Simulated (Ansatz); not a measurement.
| atom | x (Å) | y (Å) | z (Å) |
| --- | --- | --- | --- |
| S | 0.0173 | 0.0127 | 1.2345 |
| C | 0.0123 | 1.2835 | -0.0014 |
| C | 0.0243 | -1.2787 | -0.0046 |
| C | -0.0442 | 0.7288 | -1.2533 |
| C | -0.0282 | -0.7205 | -1.3099 |
| H | -0.0312 | 2.2681 | 0.3292 |
| H | 0.0128 | -2.3308 | 0.2840 |
| H | -0.0138 | 1.3308 | -2.1240 |
| H | -0.0149 | -1.3732 | -2.1729 |

Basis set: 6-31G* (spherical functions). Frozen core: 9 orbitals. Charge 0, multiplicity 1.

Computed with Ansatz (development build ahead of 0.2.0); each method stands on the lowest determinant of its kind that the runs found. Restricted open shells among the atoms or ions are ROHF, correlated in semicanonical orbitals with singles.

The atomization energy at this shape (free ground-state atoms in the same class of orbitals less the molecule, no zero-point energy) of singlet C4H4S:

```csv
method,atomization energy
RHF-MP2,3773.1 kJ/mol
```

(1) What does RHF give?

Results:

(1) 2895.2 kJ/mol. Caution: the shape is not the minimum.
